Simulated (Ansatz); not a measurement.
Cartesian coordinates (Å):
```xyz
19

Ta    -0.0169     0.4643    -0.2787
O      0.8712     0.4448     1.4107
H      1.4083     0.9914     2.0042
C      0.1128     2.3041    -1.4759
H     -0.4269     2.2375    -2.4396
H      1.1734     2.5367    -1.7007
H     -0.3101     3.1596    -0.9117
C     -1.0137    -1.4564    -0.6457
H     -1.7609    -1.6575     0.1466
H     -0.2709    -2.2778    -0.6316
H     -1.5323    -1.4768    -1.6229
C     -2.1086     1.1368    -0.0893
H     -2.6379     0.5062     0.6532
H     -2.6871     1.1122    -1.0317
H     -2.1244     2.1792     0.2903
C      1.2864    -0.2775    -1.8954
H      1.6495    -1.2961    -1.6516
H      2.1761     0.3812    -1.9733
H      0.8072    -0.3150    -2.8916
```
Charge 0, multiplicity 1.

Calculation: frozen-core CCSD(T)/def2-TZVPP // TPSS-D3(BJ)/def2-SVP in Ansatz (an electronic-structure program).

The HF energy is -290.40709 Ha and the MP2 correlation energy is -1.39684 Ha.

Question: Estimate the CCSD correlation energy, the (T) correction, the total energy and the T1 diagnostic.

Answer: 
```yaml
CCSD correlation energy: -1.44021 Ha
"(T) correction": -0.06275 Ha
CCSD(T) total energy: -291.91004 Ha
T1 diagnostic: 0.015
```
